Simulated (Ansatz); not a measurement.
Harmonic frequencies (cm⁻¹) at PBE0-D4/def2-TZVP from Ansatz: 182, 315, 611, 622, 720, 822, 981, 1061, 1103, 1228, 1365, 2242, 2590, 2676, 3211.

Question: Which molecule is it?
A. `B1C=CO1`
B. `IB1BC1`
C. `BC=C=O`
D. `C#CBO`

Answer: C.
